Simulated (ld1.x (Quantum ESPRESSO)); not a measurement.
## Before and after: TM semilocal potential for nickel

- Element: nickel
- Generator: ld1.x (Quantum ESPRESSO) 7.5
- Type: norm-conserving Troullier–Martins (semilocal form)
- Functional: PBE
- Relativity: scalar-relativistic
- Frozen core: [Ne] 3s2
- Valence charge: 16
- Reference configuration: 3p6 3d8 4s1.5 4p0 (charge +0.5)
- Partial waves: 3p (bound): rc 0.75 bohr; 3d (bound): rc 1.05 bohr; 4s (bound): rc 2.05 bohr
- Local potential: the s channel
- Core correction: none

All-electron outer shells of the reference configuration (PBE, scalar-relativistic, ld1.x):

```tsv
shell	level (eV)	outermost node (bohr)	outermost maximum (bohr)
3s	-115.41	0.30	0.64
3p	-75.74	0.27	0.65
3d	-13.20	–	0.63
4s	-9.28	0.92	2.18
4p	-4.22	1.00	2.87
```

Change: all radii scaled by about 1.19 (s 2.44, p 0.90, d 1.24 bohr).

Cutoffs: the cutoffs (Ry, on a coarse ladder) from which the occupation-weighted sum of valence levels, in a spherical-Bessel basis at the reference potential, stays within 10 and 1 mRy of its value at 400 Ry; they do not see the model core or the augmentation charge, which bear on the density cutoff. Errors are all-electron minus pseudo energies relative to the spin-unpolarised reference configuration.

Problem. How do hardness, ghosts and transferability respond?

Solution. Of the 7 tests that both files solve, the error grows in 2 and shrinks in 3 by more than 15 % and 0.3 meV (median size 5.1 → 2.5 meV); neither file shows a bound ghost. A semilocal file is local in each channel, so a ghost entry of none says nothing of the separable form that plane-wave codes build from it.

| quantity | base | changed |
| --- | --- | --- |
| cutoff, loose | 200 Ry | 160 Ry |
| cutoff, tight | over 300 Ry | 300 Ry |
| loose cutoff by channel (10 mRy a level) | p 140 Ry, d 180 Ry, s 8 Ry | p 70 Ry, d 140 Ry, s 8 Ry |
| bound ghosts | none | none |
| error for 3p6 3d8 4s2 4p0, meV [ΔE -3.72 eV] | -0.3 | +0.3 |
| error for 3p6 3d8 4s1 4p0, meV [ΔE 5.61 eV] | -1.8 | -1.2 |
| error for 3p6 3d8 4s0 4p0, meV [ΔE 22.96 eV] | -18 | -18 |
| error for 3p5 3d8 4s2 4p0, meV [ΔE 75.81 eV] | -112 | -132 |
| error for 3p6 3d8.5 4s1.5 4p0, meV [ΔE -4.90 eV] | -5.1 | -2.5 |
| error for 3p6 3d8 4s0 4p2, meV [ΔE 5.78 eV] | +0.7 | +10 |
| error for 3p6 3d8 4s0 4p1, meV [ΔE 11.29 eV] | -6.2 | +1.8 |
